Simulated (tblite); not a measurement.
silane (H$_{4}$Si), singlet, at a GFN2-xTB geometry; GFN1-xTB with ALPB(water) run with tblite.

Here is a job for tblite.
```
$ tblite run mol.xyz --method gfn1 --charge 0 --spin 0 --alpb water --json tblite.json --no-restart

# file mol.xyz
5

Si    -0.00000000     0.00000000    -0.00000000
H      0.85687118     0.83207387     0.84090169
H     -0.85685565    -0.82713035     0.84578045
H     -0.82961346     0.85438800    -0.84584481
H      0.82959793    -0.85933152    -0.84083733
```

What the program printed (banner, timings and long lists left out):

```
xTB calculator
 | screened Coulomb repulsion
 | Coulomb electrostatics
 |  * isotropic Klopman-Ohno-Mataga-Nishimoto electrostatics
 |  * onsite third-order electrostatics
 | DFT-D3(BJ) dispersion correction
 | Interactions (3)
 | [1] alpb/gbsa reaction field model
 | [2] cds contribution to solvation
 | [3] empirical free energy shift and standard state/solvent correction

halogen bonding energy    0.0000000000000E+00 Eh
repulsion energy          3.5787464434542E-02 Eh
dispersion energy        -6.8044262665795E-04 Eh
interaction energy        1.5290461828653E-03 Eh
number of electrons       8.0000000000000E+00 e
integral cutoff           2.8146159136829E+01 bohr

------------------------------------------------------------
  cycle        total energy    energy error   density error
------------------------------------------------------------
      1     -3.999080921301  -4.0357170E+00   2.6487858E-01
      2     -4.007232454427  -8.1515331E-03   1.4281902E-01
      3     -4.007899758182  -6.6730376E-04   3.2354749E-02
      4     -4.008232060292  -3.3230211E-04   1.4289401E-02
      5     -4.008342368680  -1.1030839E-04   2.7404179E-03
      6     -4.008345468103  -3.0994229E-06   7.0723798E-04
      7     -4.008345701303  -2.3319999E-07   2.2996312E-06
------------------------------------------------------------

electronic energy        -4.0449817692934E+00 Eh
total energy             -4.0083457013026E+00 Eh

Post processing:
 | Mayer-Wiberg bond orders

[Info] JSON dump of results written to 'tblite.json'
```
